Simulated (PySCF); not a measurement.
# XPS shifts beside NMR shieldings

C4HBrO.
Structure used (PBE0-D3(BJ)/def2-SVP), in Å, numbered top down from 1:
```
atom  x, y, z in Å
C1     1.936   -0.366   -0.143
C2     0.777   -0.033    0.002
C3    -0.559    0.371    0.182
Br4   -1.007    2.000    1.058
C5    -1.596   -0.348   -0.239
O6    -2.504   -0.964   -0.600
H7     2.960   -0.661   -0.279
```

Binding energies: delta-SCF UKS SCAN, pcX-2 on the ionised atom, pcseg-1 elsewhere, spin-free X2C (PySCF 2.14.0). Shieldings: GIAO PBE0/pcSseg-1, non-relativistic, same geometry.

```json
{"atom": "C1", "isotropic shielding (ppm)": "73.3"}
{"atom": "C2", "isotropic shielding (ppm)": "113.7"}
{"atom": "C3", "isotropic shielding (ppm)": "142.4"}
{"atom": "C5", "isotropic shielding (ppm)": "-27.9"}
```

Task: What are the C 1s binding energies of these atoms?

Result: 
| atom | environment | C 1s (eV) | isotropic shielding (ppm) |
| --- | --- | --- | --- |
| C1 | terminal alkyne carbon | 290.53 | 73.3 |
| C2 | alkyne carbon | 291.36 | 113.7 |
| C3 | outer carbon of cumulated double bonds | 292.78 | 142.4 |
| C5 | central carbon of a ketene | 294.46 | -27.9 |

Task: Among the listed atoms, is the one with the highest binding energy also the least shielded?

Result: Yes: C5 has both (294.46 eV, -27.9 ppm).

By binding energy: C1 < C2 < C3 < C5. By shielding: C5 < C1 < C2 < C3.

The unrestricted hole states depart most from a pure doublet (⟨S²⟩ = 0.75; over 0.85 named) for C 1s of C2 (0.85) and C 1s of C5 (0.93), which makes these values less certain. Geometry: PBE0-D3(BJ)/def2-SVP; no solvent, vibrations or thermal averaging.
